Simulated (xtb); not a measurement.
xtb input:

```bash
xtb mol.xyz --gfn 1 --sp --chrg 0 --uhf 0
```
mol.xyz:
```
3

Al    -0.00000000    -0.00000000    -1.71036253
O      0.00000000     0.00000000     0.00000000
Al     0.00000000     0.00000000     1.71036253
```

Question: What final total energy does it print?

Answer: -7.42375 Eh (GFN1-xTB).
